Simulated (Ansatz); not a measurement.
BaF2 (SMILES [F][Ba][F]) moved off its minimum; all values from Ansatz (a program for electronic structure), cores frozen in correlated methods. Elements past Kr take the def2 small-core potentials, without spin–orbit coupling.
(charge 0, multiplicity 1)
```xyz
3

Ba     0.2397    -0.0209     0.0383
F     -1.1875     1.4420    -1.1745
F     -0.3968    -1.5520     1.3738
```

Forces at HF/def2-TZVPP (eV/Å):

```json
[
 {"atom": "Ba1", "Fx": "-0.053", "Fy": "1.713", "Fz": "-1.470"},
 {"atom": "F2", "Fx": "0.539", "Fy": "-0.560", "Fz": "0.465"},
 {"atom": "F3", "Fx": "-0.486", "Fy": "-1.153", "Fz": "1.006"}
]
```

### Question
Give the forces (eV/Å), the total energy and the dipole at CCSD(T)/def2-TZVPPD.

### Answer

| atom | Fx | Fy | Fz |
|---|---|---|---|
| Ba1 | 0.304 | 1.810 | -1.565 |
| F2 | 0.324 | -0.359 | 0.299 |
| F3 | -0.628 | -1.451 | 1.266 |
Energy -224.7965 hartree, dipole 6.91 D.
